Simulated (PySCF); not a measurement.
How methods differ on the fine-structure interval of Tm³⁸⁺

Tm³⁸⁺ [Ar] 3d10 4s2 4p1 [4p1/2^1, M_J = 1/2] → Tm³⁸⁺ [Ar] 3d10 4s2 4p1 [4p3/2^1, M_J = 3/2], as a difference of total energies. Calculation: PySCF 2.14, in an even-tempered Gaussian basis (16 s from 4.3 bohr⁻², ratio 2.8; 13 p from 5.6 bohr⁻², ratio 2.8; 8 d from 10 bohr⁻², ratio 2.8; 4 f from 24 bohr⁻², ratio 3); the two-component X2C-1e Hamiltonian. Correlated levels: [Ne] frozen; the 72 highest virtual spinors dropped. "Screened" scales the spin-orbit matrix elements by Boettger's factors to mimic the two-electron term; Breit and QED terms are absent.

```tsv
method	fine-structure interval (cm⁻¹)
GHF (screened spin-orbit)	546450
GMP2 (screened spin-orbit)	544150
GHF (bare spin-orbit)	564240
```
